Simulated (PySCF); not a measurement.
## UHF on Br²⁺ (bromine, charge +2)

Configuration: [Ar] 3d10 4s2 4p3, high-spin 4S determinant. All numbers are calculated (PySCF 2.14, the non-relativistic Hamiltonian (point nucleus), in def2-SVP (5s4p3d, 32 functions)).

```
Total energy                                     : -2570.938952 hartree
One-electron energy                              : -3551.5134 hartree
Hartree (Coulomb) energy                         : 1069.6536 hartree
Exchange energy                                  : -89.0792 hartree
Kinetic energy                                   : 2571.03046 hartree
⟨S²⟩                                             : 3.7507
⟨L²⟩                                             : 0.000
Sum of ⟨r⟩                                       : 20.75 bohr
Sum of ⟨r²⟩                                      : 25.84 bohr²
Density at the nucleus (Gaussians lack the cusp) : 27800 bohr⁻³
Spin density at the nucleus                      : 0.515 bohr⁻³
Langevin diamagnetic susceptibility              : -20.5 ×10⁻⁶ cm³/mol
Time after the integrals                         : 0.06 s of wall time on 1 thread of Neoverse-V2 (shared host)
```

```json
{"shell": "1s α", "electrons": "1", "mean orbital energy (hartree)": "-490.90535", "rms radius, mean of both spins (bohr)": "0.0506"}
{"shell": "1s β", "electrons": "1", "mean orbital energy (hartree)": "-490.88887", "rms radius, mean of both spins (bohr)": "0.0506"}
{"shell": "2s α", "electrons": "1", "mean orbital energy (hartree)": "-66.06288", "rms radius, mean of both spins (bohr)": "0.210"}
{"shell": "2s β", "electrons": "1", "mean orbital energy (hartree)": "-66.05449", "rms radius, mean of both spins (bohr)": "0.210"}
{"shell": "2p α", "electrons": "3", "mean orbital energy (hartree)": "-59.43753", "rms radius, mean of both spins (bohr)": "0.185"}
{"shell": "2p β", "electrons": "3", "mean orbital energy (hartree)": "-59.42015", "rms radius, mean of both spins (bohr)": "0.185"}
{"shell": "3s α", "electrons": "1", "mean orbital energy (hartree)": "-10.75949", "rms radius, mean of both spins (bohr)": "0.599"}
{"shell": "3s β", "electrons": "1", "mean orbital energy (hartree)": "-10.72911", "rms radius, mean of both spins (bohr)": "0.599"}
{"shell": "3p α", "electrons": "3", "mean orbital energy (hartree)": "-8.37136", "rms radius, mean of both spins (bohr)": "0.612"}
{"shell": "3p β", "electrons": "3", "mean orbital energy (hartree)": "-8.33028", "rms radius, mean of both spins (bohr)": "0.612"}
{"shell": "3d α", "electrons": "5", "mean orbital energy (hartree)": "-4.10430", "rms radius, mean of both spins (bohr)": "0.647"}
{"shell": "3d β", "electrons": "5", "mean orbital energy (hartree)": "-4.08328", "rms radius, mean of both spins (bohr)": "0.647"}
{"shell": "4s α", "electrons": "1", "mean orbital energy (hartree)": "-1.91343", "rms radius, mean of both spins (bohr)": "1.75"}
{"shell": "4s β", "electrons": "1", "mean orbital energy (hartree)": "-1.56255", "rms radius, mean of both spins (bohr)": "1.75"}
{"shell": "4p α", "electrons": "3", "mean orbital energy (hartree)": "-1.29084", "rms radius, mean of both spins (bohr)": "2.02"}
```
